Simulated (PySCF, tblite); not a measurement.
Isomers of C8H15FO, one GFN2-xTB conformer each. Single-point energies are computed at PBE0/pcSseg-1 (PySCF, gas phase, no added dispersion term), electronic only.

Task: Rank them by PBE0/pcSseg-1 energy, lowest first (kJ/mol).
A. `[CH3:1][CH2:2][O:3][C@H:4]1[CH2:5][CH2:6][C@@H:7]([F:8])[CH2:9][CH2:10]1` with C1–C2–O3–C4 -178°, C2–O3–C4–C5 158°, O3–C4–C5–C6 66°, C4–C5–C6–C7 58°, C5–C6–C7–F8 -179°, C6–C7–C9–C10 59°
B. `[CH3:1][CH2:2][C@@:3]([CH3:4])([C:5](=[O:6])[F:7])[CH:8]([CH3:9])[CH3:10]` with C1–C2–C3–C4 -66°, C2–C3–C5–O6 -120°, C2–C3–C8–C9 -169°

Result: B (0.0), A (51.1).

As drawn, the lower has a C=O bond and a quaternary carbon, which the higher lacks. GFN2-xTB itself gives, in the same order: 14.0, 0.0. GFN2-xTB puts CCO[C@H]1CC[C@@H](F)CC1 lowest instead.

Task: Which frontier levels, dipoles and rotational constants go with these structures?

Result: 
```tsv
SMILES	HOMO (eV, PBE0/pcSseg-1)	LUMO (eV)	dipole (D)	A, B, C (MHz)
CC[C@@](C)(C(=O)F)C(C)C	-8.58	-0.24	3.17	1560, 1181, 944.2
CCO[C@H]1CC[C@@H](F)CC1	-7.39	1.20	2.99	2283, 728.0, 707.5
```

Task: What happens when harmonic zero-point energies from GFN2-xTB frequencies are added?

Result: 
```json
{"SMILES": "CC[C@@](C)(C(=O)F)C(C)C", "ZPE (kJ/mol)": "566.6", "electronic (kJ/mol)": "0.0", "with ZPE (kJ/mol)": "0.0"}
{"SMILES": "CCO[C@H]1CC[C@@H](F)CC1", "ZPE (kJ/mol)": "573.4", "electronic (kJ/mol)": "51.1", "with ZPE (kJ/mol)": "57.8"}
```

The zero-point energies span 6.8 kJ/mol. The order is unchanged.
